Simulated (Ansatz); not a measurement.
Geometry optimisation, Ansatz, DFT PBE, scalar-relativistic, plane waves, PAW.

input.yaml

```yaml
accuracy: low
crystal:
  lattice:
    - [7.293633, 0.0, 0.0]
    - [0.0, 7.293633, 0.0]
    - [0.0, 0.0, 7.293633]
  atoms:
    - { symbol: F, position: [0.7463876, 0.5221563, 0.842061] }
    - { symbol: H, position: [0.7725542, 0.5772548, 0.7294812] }
    - { symbol: F, position: [0.5041235, 0.2461584, 0.6908554] }
    - { symbol: H, position: [0.5135646, 0.3737766, 0.6952362] }
    - { symbol: F, position: [0.1831731, -0.0403679, 0.6965709] }
    - { symbol: H, position: [0.2684232, 0.0537777, 0.6803298] }
    - { symbol: F, position: [0.4833855, 0.6736095, 0.1493664] }
    - { symbol: H, position: [0.4710134, 0.7956262, 0.1125751] }
    - { symbol: C, position: [0.5680865, 0.2454742, 0.1837198] }
    - { symbol: H, position: [0.6511644, 0.1877452, 0.2936544] }
    - { symbol: H, position: [0.6339057, 0.368832, 0.1310807] }
    - { symbol: H, position: [0.4326422, 0.2799536, 0.2365042] }
    - { symbol: H, position: [0.5546338, 0.1453661, 0.07364] }
    - { symbol: C, position: [0.7611181, 0.7784041, 0.2938768] }
    - { symbol: H, position: [0.6336807, 0.7815792, 0.3717857] }
    - { symbol: H, position: [0.8252972, 0.6443227, 0.3088234] }
    - { symbol: H, position: [0.8535757, 0.8838829, 0.3453163] }
    - { symbol: H, position: [0.731919, 0.8038318, 0.1495819] }
    - { symbol: C, position: [0.0389774, 0.2826969, 0.0839079] }
    - { symbol: H, position: [-0.0998972, 0.3017633, 0.1355846] }
    - { symbol: H, position: [0.0460157, 0.1555638, 0.0057554] }
    - { symbol: H, position: [0.1343414, 0.2759246, 0.1987122] }
    - { symbol: H, position: [0.0754499, 0.397536, -0.0044206] }
    - { symbol: C, position: [0.7475891, 0.9315409, 0.7027743] }
    - { symbol: H, position: [0.7488295, 0.9178154, 0.5540119] }
    - { symbol: H, position: [0.8366984, 0.8279001, 0.7630927] }
    - { symbol: H, position: [0.6082423, 0.9129484, 0.7533409] }
    - { symbol: H, position: [0.7965862, 1.0674995, 0.7406517] }
basis:
  ecutwfc: 420.0
kpoints:
  mp_grid: { grid: [1, 1, 1] }
hamiltonian:
  xc: pbe
scf:
  occupations: { method: fermi_dirac, width: 0.02 }
  lower_state_search: "off"
relax:
  f_tol: 0.3
  max_steps: 15
  adjacent_minimum: "off"
```

Run as:

```bash
$ ansatz run input.yaml --threads 1 --pin off --max-ram 3072MiB --backend cpu --events-out ev --progress --plain --runs-dir out
```

Where does it end, and by what steps?

The run ended unconverged. The force dipped under the threshold on the way, but the program's further checks kept it going. Limits of this set-up: coarse k mesh, low accuracy level. After 16 steps the energy has fallen by 1.676 eV; F3 moved furthest, 1.37 Å.

| step | energy less start (eV) | largest force component (eV/Å) | accepted |
| --- | --- | --- | --- |
| 0 | 0.0000 | 1.464 | yes |
| 1 | -0.4017 | 0.768 | yes |
| 2 | -0.6988 | 1.758 | yes |
| 3 | -0.9968 | 1.072 | yes |
| 4 | -1.2120 | 0.610 | yes |
| 5 | -1.3370 | 0.617 | yes |
| 6 | -1.4601 | 0.282 | yes |
| 7 | -1.4601 | 0.281 | yes |
| 8 | -1.5127 | 0.939 | yes |
| 9 | -1.5052 | 2.107 | no |
| 10 | -1.5600 | 0.857 | yes |
| 11 | -1.5963 | 0.526 | yes |
| 12 | -1.6297 | 0.250 | yes |
| 13 | -1.6297 | 0.251 | yes |
| 14 | -1.6611 | 0.498 | yes |
| 15 | -1.6435 | 1.604 | no |
| 16 | -1.6755 | 0.355 | yes |

```xyz
28
Lattice="7.2936 0.0000 0.0000 0.0000 7.2936 0.0000 0.0000 0.0000 7.2936" Properties=species:S:1:pos:R:3
F 4.715 3.750 5.863
H 4.772 4.699 5.814
F 2.734 2.711 4.666
H 3.474 3.109 5.139
F 2.104 0.223 5.093
H 2.342 1.142 4.965
F 2.860 5.348 0.333
H 2.688 6.230 0.616
C 3.997 1.377 1.595
H 4.947 1.070 2.045
H 4.031 2.447 1.353
H 3.177 1.194 2.300
H 3.843 0.813 0.665
C 6.146 5.225 2.082
H 5.121 5.259 2.475
H 6.656 4.328 2.453
H 6.696 6.115 2.406
H 6.111 5.190 0.986
C 0.458 2.219 0.276
H -0.608 2.459 0.178
H 0.683 1.304 -0.283
H 0.707 2.081 1.338
H 1.056 3.046 -0.127
C 5.442 6.716 5.483
H 5.431 7.248 4.526
H 6.180 5.903 5.418
H 4.411 6.376 5.682
H 5.742 7.391 6.292
```

Run time: 30 s on 1 thread of Intel(R) Xeon(R) Platinum 8375C CPU @ 2.90GHz (Ice Lake) (shared host), peak memory 0.43 GiB.
